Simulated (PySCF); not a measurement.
H9O3Si4 (doublet state).
Z-matrix (Å and degrees, PBE0-D3(BJ)/def2-SVP geometry), rows numbered from 1:
```
Si
O   1  1.6635
Si  2  1.6495  1  143.83
O   3  1.6413  2  108.91  1   -92.32
Si  4  1.6601  3  146.46  2    33.52
O   3  1.6421  2  109.44  1    27.94
Si  6  1.6589  3  148.25  2   -68.00
H   1  1.4964  2  107.95  3   164.02
H   1  1.5032  2  109.80  3    43.72
H   3  1.4708  2  109.66  1   147.85
H   5  1.4894  4  108.64  3  -151.72
H   5  1.4926  4  109.66  3    88.53
H   5  1.4941  4  110.16  3   -31.50
H   7  1.4936  6  110.24  3   -47.25
H   7  1.4888  6  108.62  3  -167.58
H   7  1.4942  6  109.53  3    72.64
```

The hyperfine couplings belong to this conformer and change with its torsions.

As a line formula: `[SiH3]O[SiH](O[SiH2])O[SiH3]` [radical].

Theory: UKS B3LYP, IGLO-III on O Si, pcH-1 on H, non-relativistic, mean-field spin-orbit, GIAO in PySCF. One conformer (not necessarily the lowest) at the PBE0-D3(BJ)/def2-SVP geometry, without solvent, vibrations or thermal averaging. The SCF solution wasn't tested for stability.

**Question.** What is the g tensor, term by term?

**Answer.** 
```
                    Δg (ppm)      1     2     3
relativistic mass correction   -148  -148  -148
            gauge correction     60    18    53
   orbital Zeeman/spin–orbit  -1066  -114  1606
                       total  -1154  -243  1511
```

So g = 2.00117, 2.00208, 2.00383 and g_iso = 2.00236; the tensor is rhombic: the two nearest values differ by 34 % of g3 − g1. Axes: g3 points within 8° of the Si1–O2 bond.

**Question.** At 94.432 GHz, how far is the centre of the isotropic spectrum from where a free electron (g = 2.002319) resonates?

**Answer.** B = hν/(g μB) with μB/h = 13.99624 MHz/mT gives 3369.57 mT for the free electron and 3369.51 mT at g_iso, 0.06 mT lower.

**Question.** Average each term over the three axes. Which is largest in size?

**Answer.** The mass correction -148, the orbital-Zeeman/spin–orbit term 142 and the gauge correction 44 ppm, for a total of 38 ppm. The mass correction is the same along every axis, so the anisotropy comes from the other two: their spans along these axes are 42 (gauge) and 2673 ppm (orbital Zeeman/spin–orbit).

**Question.** What effective moment and Curie constant follow for a powder?

**Answer.** With the mean of g² = 4.0094 and S(S+1) = 0.75: μ_eff = √(⟨g²⟩S(S+1)) = 1.734 μB and χT = 0.12505·⟨g²⟩·S(S+1) = 0.376 cm³ K/mol (cgs; spin-Hamiltonian part alone).

**Question.** In a frozen sample, at which fields do the three g values resonate at 9.5, 34, 94 and 263 GHz (hyperfine left aside), and which band first spreads them over more than twice a line width of 1.0 mT?

**Answer.** 
```json
{"band": "X", "GHz": "9.5", "B(g3) mT": "338.73", "B(g2) mT": "339.02", "B(g1) mT": "339.18", "spread mT": "0.45"}
{"band": "Q", "GHz": "34.0", "B(g3) mT": "1212.29", "B(g2) mT": "1213.35", "B(g1) mT": "1213.90", "spread mT": "1.61"}
{"band": "W", "GHz": "94.0", "B(g3) mT": "3351.63", "B(g2) mT": "3354.56", "B(g1) mT": "3356.09", "spread mT": "4.46"}
{"band": "J", "GHz": "263.0", "B(g3) mT": "9377.42", "B(g2) mT": "9385.64", "B(g1) mT": "9389.91", "spread mT": "12.49"}
```

The spread grows in proportion to the frequency. W band is the first where it exceeds 2.0 mT.

The largest Mulliken spin population is on Si1 (+0.85). The angles at Si1 add up to 328.1°, so it is pyramidal.

The HOMO–LUMO gaps are 5.39 eV among the α and 5.95 eV among the β orbitals.
